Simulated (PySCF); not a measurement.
Zr(OiPr)F3, C3H7F3OZr (singlet state).
SMILES: `CC(C)[O][Zr]([F])([F])[F]`

Computed, not measured: TDDFT wB97X-D/def2-SVPD, vertical, gas phase, core orbitals frozen in the response, def2 core potentials past Kr (PySCF). Isolated species at its PBE0-D3(BJ)/def2-SVP geometry, gas phase. Spin–orbit coupling is left out.

Question: What does the calculation give for the low-lying excited states?

Answer: 

| state | E (eV) | ν̃ (cm⁻¹) | f | main configurations (H = HOMO, L = LUMO) |
| --- | --- | --- | --- | --- |
| S1 | 7.15 | 57650 | 0.0001 | H→L+2 (51%), H-1→L+1 (32%) |
| S2 | 7.27 | 58620 | 0.0047 | H-1→L+1 (38%), H→L+2 (29%), H→L+1 (13%) |
| S3 | 7.27 | 58630 | 0.0039 | H→L+1 (34%), H-1→L+2 (32%), H-1→L+1 (17%) |
| S4 | 7.67 | 61850 | 0.0098 | H→L (64%), H→L+3 (24%) |
| S5 | 7.75 | 62510 | 0.032 | H-1→L (58%), H-1→L+3 (20%) |
| S6 | 7.80 | 62880 | 0.085 | H-1→L+2 (36%), H→L+1 (25%) |
| S7 | 8.24 | 66470 | 0.0000 | H→L+7 (31%), H→L+5 (25%), H-1→L+4 (17%) |
| S8 | 8.27 | 66700 | 0.012 | H→L+4 (36%), H-1→L+7 (15%), H→L+6 (13%) |
| S9 | 8.30 | 66980 | 0.0010 | H-1→L+4 (33%), H-1→L+8 (19%), H→L+7 (16%) |
| S10 | 8.51 | 68630 | 0.011 | H→L+3 (27%), H→L (16%), H→L+6 (15%) |

Triplets (Tamm–Dancoff): T1 6.80 eV, H→L+1 (50%), H-1→L+2 (24%); T2 6.99 eV, H→L+2 (34%), H-1→L+1 (32%), H-1→L+2 (11%); T3 6.99 eV, H-1→L+2 (42%), H→L+1 (23%), H→L+2 (13%); T4 7.15 eV, H-1→L+1 (48%), H→L+2 (35%).

The lowest singlet lies at 7.15 eV (173 nm, vacuum ultraviolet) and is dark (f under 0.0005); its leading configuration is HOMO→LUMO+2 (51%). The strongest level in the table is S6 at 7.80 eV (159 nm, f = 0.085). S2/S3 lie within about 0.01 eV of each other. For S1 the Löwdin share of zirconium is at most 7% in HOMO and 71% in LUMO+2 (ligand-to-metal charge transfer by this measure). Orbital energies (eV): HOMO-3 -12.77, HOMO-2 -12.49, HOMO-1 -10.95, HOMO -10.83, LUMO 1.10, LUMO+1 1.24, LUMO+2 1.26. Weighted by f, the mean energy of these states is 7.84 eV. The listed states span 1.36 eV, and the widest gap between neighbours is 0.44 eV (S6 to S7). The vertical ionisation energy (ΔSCF) is 10.96 eV, 2.45 eV above S10. The window holds the lowest 10 singlets.
